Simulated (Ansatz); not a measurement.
# Active spaces for ZnF2, singlet

Program: Ansatz, Gaussian basis, development build. Basis def2-SVP, nonrelativistic, 11 orbitals frozen in the corrections. State-specific CASSCF; RHF is the lowest restricted (open-shell) Hartree–Fock solution met. Small basis; these aren't basis-limit values. No symmetry is imposed, so a solution can break that of the shape. Lower solutions, or ones in other orbitals, may exist.

Geometry. A bond is stretched, to 1.46 times the sum of the covalent radii.

```xyz
3

F     0.0000    0.0000    2.6130
Zn    0.0000    0.0000    0.0000
F     0.0000    0.0000   -1.7420
```

Question: What do CASSCF and its corrections give against RHF in CAS(4,4), and what are the occupations?

Answer: CASSCF -1.773 eV, SC-NEVPT2 -18.368 eV; occupations 1.99, 1.90, 0.10, 0.01.
